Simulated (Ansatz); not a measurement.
Stepwise reaction of `C[SiH](Cl)Cl` with water, as a gas-phase model of exchange steps in deposition or etching. ΔE in kJ/mol; ΔG adds harmonic PBE0-D4 terms to CCSD(T)/CBS, at 1 bar.

Computed with Ansatz on PBE0-D4/def2-TZVP structures; ΔE is electronic, products minus reactants. CCSD(T)/CBS adds triple-zeta CCSD(T) − MP2 to the extrapolated MP2 energy (def2 sets, frozen cores). This one scheme is used for every species. DFT in def2-TZVPP. B3LYP here is the variant with VWN-RPA as its local correlation; programs differ in this. One conformer a species, not always the lowest.

```
step                                    reaction  PBE-D4  B3LYP-D4  ωB97M-V  CCSD(T)/CBS  ΔG(500 K)
   1  `C[SiH](Cl)Cl` + H₂O → `C[SiH](O)Cl` + HCl     4.0      -3.4     -2.1          0.3       -4.4
```

(1) Give the row of step 2, `C[SiH](O)Cl` + H₂O → `C[SiH](O)O` + HCl. (An estimate is asked.)

(2) By hand: ΔE of the 2 steps together at CCSD(T)/CBS.

Results:

(1) Computed: 
| step | reaction | PBE-D4 | B3LYP-D4 | ωB97M-V | CCSD(T)/CBS | ΔG(500 K) |
| --- | --- | --- | --- | --- | --- | --- |
| 2 | `C[SiH](O)Cl` + H₂O → `C[SiH](O)O` + HCl | 5.3 | -1.7 | -0.6 | 1.2 | -0.7 |

(2) (0.3) + (1.2) = 1.5 kJ/mol, or 0.8 kJ/mol a step.

In ΔE the steps differ by no more than 0.9 kJ/mol. ΔG lies between -4.4 and -0.7 kJ/mol a step. PBE-D4 differs from CCSD(T)/CBS by 3.7 to 4.1 kJ/mol a step. Isolated molecules leave out the surface, adducts and barriers. Largest T1 diagnostic: 0.011.
